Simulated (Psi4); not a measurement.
Interaction energy of CH3Cl ··· F4Si (SMILES CCl and F[Si](F)(F)F). Monomers: optimised at B3LYP-D3(BJ) (def2-TZVP), held rigid. Orientation: a random orientation, not optimised. The monomers approach along the line of their centres of mass (distance R); nothing else relaxes.

Geometry at R = 4.38 Å (first 5 atoms: monomer A):
```
10

C     -0.1538    -0.0002    -0.0007
Cl     1.6406     0.0021     0.0074
H     -0.4910    -0.5522    -0.8727
H     -0.4991    -0.4787     0.9107
H     -0.4967     1.0291    -0.0447
F     -0.8883    -1.7577     3.8272
Si     0.6262    -1.4613     4.1027
F      1.1262    -2.3633     5.2830
F      1.4643    -1.7737     2.8154
F      0.8025     0.0488     4.4852
```

Method: Psi4 1.11 with SAPT0/jun-cc-pVDZ, frozen core.

Components in kcal/mol:

| R / Å | electrostatics | exchange | induction | dispersion | total |
|---|---|---|---|---|---|
| 3.77 | -1.89 | 9.48 | -0.74 | -2.00 | 4.85 |
| 3.98 | -0.37 | 4.59 | -0.39 | -1.39 | 2.44 |
| 4.18 | 0.23 | 2.29 | -0.22 | -1.00 | 1.30 |
| 4.38 | 0.44 | 1.14 | -0.12 | -0.72 | 0.73 |
| 4.54 | 0.47 | 0.65 | -0.08 | -0.56 | 0.48 |
| 4.77 | 0.45 | 0.29 | -0.05 | -0.40 | 0.29 |
| 5.12 | 0.35 | 0.08 | -0.02 | -0.24 | 0.17 |
| 5.37 | 0.28 | 0.03 | -0.01 | -0.18 | 0.13 |
| 5.89 | 0.18 | 0.00 | -0.01 | -0.09 | 0.09 |
| 6.60 | 0.10 | 0.00 | 0.00 | -0.04 | 0.05 |
| 7.61 | 0.05 | 0.00 | 0.00 | -0.02 | 0.03 |
| 8.85 | 0.02 | 0.00 | 0.00 | -0.01 | 0.01 |
